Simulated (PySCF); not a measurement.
## Diatomics of Mn with the halogens

HF with triple-zeta basis sets in PySCF, for the lowest determinant that a PBE0 search found; no spin–orbit coupling. De refers to high-spin ground-configuration atoms. A positive dipole means M(−)Mn(+).

```tsv
M	basis	reference	state (unpaired electrons)	Re (Å)	ωe (cm⁻¹)	De (eV)	μ (D)
F	def2-TZVPP	UHF	septet (σ ↑↑, π ↑↑, δ ↑↑)	1.866	613	n/a	3.24
Cl	x2c-TZVPPall	UHF	septet (σ ↑↑, π ↑↑, δ ↑↑)	2.307	370	n/a	3.72
Br	def2-TZVPP	UHF	septet (σ ↑↑, π ↑↑, δ ↑↑)	2.471	273	n/a	3.92
I	x2c-TZVPPall	UHF	septet (σ ↑↑, π ↑↑, δ ↑↑)	2.681	227	n/a	3.86
```

The shortest bond is that of MnF (1.866 Å), the longest that of MnI (2.681 Å).

The rows differ in basis set, which adds steps of its own.

Down a group the atoms grow and get heavier, so bonds lengthen and wavenumbers fall; this series shows no clear exception.

Spin–orbit coupling is left out, which matters for elements this heavy, above all for dissociation energies. Hartree–Fock leaves out correlation, which carries a large part of most bond energies and some tenths to 1 eV of ionisation energies. With d or f electrons several states lie close, and the lowest PBE0 determinant need not be the measured ground state.
